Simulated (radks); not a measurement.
Results of a calculation; reference values are marked as such.
Question: Species: Hf51+. Configuration: [Ar] 3d3. Code: a radial shooting solver on a logarithmic mesh with Libxc functionals. Model: scalar-relativistic Kohn-Sham, PBE, spin-polarised, spherical densities, finite nucleus; open shells are filled with parallel spins first (spin-orbit coupling, left out, can overturn this in heavy ions); Fermi nuclear charge, rms radius 5.347 fm. Some entries of the table are withheld. Estimate them.

orbital,occ.,eigenvalue (Ry),<r> (bohr)
1s up,1,-5041.633,0.01899
1s down,1,-5041.621,0.01899
2s up,1,-1059.889,0.07989
2s down,1,-1058.726,0.07983
2p up,3,-961.1093,0.07120
2p down,3,-960.1956,0.07113
3s up,1,(1),0.1974
3s down,1,(2),0.1977
3p up,3,-369.0462,0.1946
3p down,3,-367.7299,0.1950
3d up,3,(3),0.1729
3d down,0,(4),0.1733

Answer: 
(1) 3s up eigenvalue (Ry): -398.5857
(2) 3s down eigenvalue (Ry): -397.3004
(3) 3d up eigenvalue (Ry): -339.2683
(4) 3d down eigenvalue (Ry): -337.5786
